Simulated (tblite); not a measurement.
Isomers of C4H2NPS. Computed with GFN2-xTB (tblite): harmonic, unscaled wavenumbers at the GFN2-xTB geometry, gas phase. The method is semi-empirical: single wavenumbers can be off by several per cent or more. One conformer each.

Electronic energies: GFN2-xTB at the same geometries; isomer energies are rough at this level and their order can be wrong.

```csv
SMILES,"electronic energy, lowest = 0 (kJ/mol)"
N#Cc1pccs1,0.0
N#Cc1cpcs1,7.6
N#Cc1cscp1,3.7
```

**Question.** How do GFN2-xTB zero-point energies change the relative energies?

**Answer.** 
```json
{"SMILES": "N#Cc1pccs1", "ZPE (kJ/mol)": "126.9", "of it from modes above 1550 cm⁻¹": "51.1", "electronic (kJ/mol)": "0.0", "with ZPE, lowest = 0 (kJ/mol)": "0.0", "lowest mode (cm⁻¹)": "123", "rings": "1"}
{"SMILES": "N#Cc1cscp1", "ZPE (kJ/mol)": "126.8", "of it from modes above 1550 cm⁻¹": "51.5", "electronic (kJ/mol)": "3.7", "with ZPE, lowest = 0 (kJ/mol)": "3.5", "lowest mode (cm⁻¹)": "132", "rings": "1"}
{"SMILES": "N#Cc1cpcs1", "ZPE (kJ/mol)": "126.5", "of it from modes above 1550 cm⁻¹": "51.2", "electronic (kJ/mol)": "7.6", "with ZPE, lowest = 0 (kJ/mol)": "7.3", "lowest mode (cm⁻¹)": "127", "rings": "1"}
```

The zero-point energies span 0.4 kJ/mol, from `N#Cc1cpcs1` to `N#Cc1pccs1`. The order is unchanged.

**Question.** What do entropy and thermal enthalpy add at 298.15 K and 1 bar (rigid rotor, harmonic oscillator, one conformer each)?

**Answer.** 
```csv
SMILES,point group,symmetry number,S (J/(mol K)),H − H(0) (kJ/mol),ZPE + H − H(0) − TS (kJ/mol)
N#Cc1pccs1,Cs,1,340.7,19.40,44.8
N#Cc1cscp1,Cs,1,340.4,19.37,44.6
N#Cc1cpcs1,Cs,1,340.3,19.35,44.4
```
